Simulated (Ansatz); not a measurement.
Basis-set extrapolation for CH4ClFOSSi, SMILES `CO[Si](F)(S)Cl` (PBE0-D4/def2-TZVP geometry, frozen core, Ansatz). Multiplicity 1, RHF reference.

```
                       def2-TZVPP    def2-QZVPP
                 HF  -1360.801148  -1360.845084
    MP2 correlation     -1.134597     -1.235226
CCSD(T) correlation     -1.228621       not run
```

Energies in hartree. Use E(X) = E(∞) + A·exp(−7.88·√X) for Hartree–Fock and E(X) = E(∞) + B·X^(−2.97) for correlation, with X = 3 and 4, and add CCSD(T) minus MP2 of the smaller set to the MP2 limit.

Question: What is the CCSD(T) energy at the basis-set limit?

Answer: HF limit: -1360.845084 + (-0.043936) × 0.13774 = -1360.85114. MP2 limit: -1.235226 + (-0.100629) × 0.74074 = -1.30977. Higher-order term: -1.228621 − (-1.134597) = -0.09402. Total: -1362.25493 hartree, 6.13 eV below CCSD(T)/def2-TZVPP.
